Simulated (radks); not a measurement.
Species: Sr2+. Configuration: [Kr]. Method: scalar-relativistic Kohn-Sham, PBE, spin-polarised, spherical densities, point nucleus; hard spherical wall at 2 bohr; computed with a radial shooting solver on a logarithmic mesh with Libxc functionals.

Normalised radial functions P(r) = r R(r), r in bohr:

r              4d
0.001324   0.0000
0.001493   0.0000
0.00167    0.0000
0.001883   0.0000
0.002106   0.0000
0.002375   0.0000
0.002656   0.0000
0.002995   0.0000
0.00335    0.0000
0.003777   0.0000
0.004225   0.0000
0.004763   0.0001
0.005328   0.0001
0.006007   0.0001
0.006719   0.0002
0.007575   0.0003
0.008473   0.0003
0.009553   0.0005
0.01069    0.0007
0.01205    0.0009
0.01348    0.0013
0.01519    0.0018
0.01713    0.0025
0.01916    0.0034
0.0216     0.0047
0.02416    0.0064
0.02725    0.0087
0.03047    0.0117
0.03436    0.0160
0.03843    0.0213
0.04333    0.0287
0.04847    0.0377
0.05465    0.0502
0.06112    0.0651
0.06892    0.0853
0.07708    0.1087
0.08691    0.1395
0.09721    0.1742
0.1096     0.2181
0.1226     0.2654
0.1382     0.3224
0.1546     0.3803
0.1743     0.4452
0.1965     0.5097
0.2198     0.5654
0.2479     0.6148
0.2772     0.6457
0.3126     0.6558
0.3496     0.6376
0.3942     0.5831
0.4409     0.4962
0.4972     0.3631
0.5561     0.2029
0.627     -0.0021
0.7013    -0.2171
0.7907    -0.4605
0.8844    -0.6849
0.9972    -0.9005
1.115     -1.0525
1.258     -1.1276
1.407     -1.0808
1.586     -0.8726
1.774     -0.5216
2         0.0000

4d (empty): eigenvalue 43.764 eV, 1 radial node at r = 0.626 bohr, <r> = 1.17 bohr, 90 % of the charge inside 1.61 bohr.
